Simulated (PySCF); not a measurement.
Species: C₄H₁₃O₄PSi.
Structure used (GFN2-xTB), in Å, numbered top down from 1:
```
atom  x, y, z in Å
C1    -2.5921    0.5082   -0.2937
C2    -2.5067   -0.7593    0.5453
C3    -1.2477   -1.5606    0.2349
O4    -0.0766   -0.9141    0.7152
P5     0.7976   -0.0372   -0.2840
O6     0.5503   -0.2896   -1.7020
O7     2.2992   -0.2973    0.2039
C8     2.9453   -1.4560   -0.2920
O9     0.6006    1.4365    0.2243
Si10   1.3797    2.8129   -0.2075
H11   -2.6019    0.2623   -1.3531
H12   -3.4958    1.0641   -0.0544
H13   -1.7325    1.1441   -0.0998
H14   -3.3702   -1.3981    0.3475
H15   -2.5027   -0.5037    1.6065
H16   -1.1533   -1.7083   -0.8455
H17   -1.2778   -2.5325    0.7375
H18    2.6878   -2.3262    0.3155
H19    2.6502   -1.6378   -1.3272
H20    4.0176   -1.2709   -0.2346
H21    1.2622    3.0227   -1.6499
H22    0.5791    3.7396    0.5878
H23    2.7830    2.7282    0.1946
```

ESP-fitted charges (e) from the PBE0/pcSseg-1 density (PySCF), one withheld:

| atom | bonded to | charge |
| --- | --- | --- |
| C1 | C2 H11 H12 H13 | ? |
| C2 | C1 C3 H14 H15 | +0.0423 |
| C3 | C2 O4 H16 H17 | +0.1041 |
| O4 | C3 P5 | -0.4135 |
| P5 | O4 O6 O7 O9 | +1.1315 |
| O6 | P5 | -0.6197 |
| O7 | P5 C8 | -0.3651 |
| C8 | O7 H18 H19 H20 | -0.1756 |
| O9 | P5 Si10 | -0.4563 |
| Si10 | O9 H21 H22 H23 | +0.5562 |
| H11 | C1 | +0.0585 |
| H12 | C1 | +0.0506 |
| H13 | C1 | +0.0554 |
| H14 | C2 | +0.0038 |
| H15 | C2 | +0.0250 |
| H16 | C3 | +0.0536 |
| H17 | C3 | +0.0465 |
| H18 | C8 | +0.1131 |
| H19 | C8 | +0.1130 |
| H20 | C8 | +0.1373 |
| H21 | Si10 | -0.0925 |
| H22 | Si10 | -0.0910 |
| H23 | Si10 | -0.0892 |

Task: What is the charge on C1?

Result: The charges add up to the total charge, 0. The others sum to +0.1880, which leaves -0.1880 e for C1 (methyl carbon); the computed value is -0.1879, the difference coming from rounding.

Task: Add each hydrogen's charge to the atom that carries it.

Result: C1 -0.0234, C2 +0.0711, C3 +0.2042, C8 +0.1878, Si10 +0.2835. Atoms without hydrogen keep their charges.

Task: Across which bond do the charges differ most?

Result: P5–O6: +1.1315 on P5 against -0.6197 on O6, a difference of 1.7512 e. The lower charge is on the more electronegative element of the two (Pauling values: O 3.44, P 2.19).

Task: Take the bonds between elements whose Pauling electronegativities differ by more than 0.25. In how many does the more electronegative atom carry the lower charge?

Result: In 16 of 20; it doesn't in C2–H14, C2–H15, C3–H16 and C3–H17.

Task: How much positive and how much negative charge does this set hold in all?

Result: +2.4909 e on 14 atoms and -2.4908 e on 9.

The ESP scheme is a least-squares fit of atom-centred charges to the potential on four shells outside the van der Waals surface, with the total charge fixed. One conformer (not necessarily the lowest) at the GFN2-xTB geometry, without solvent, vibrations or thermal averaging.
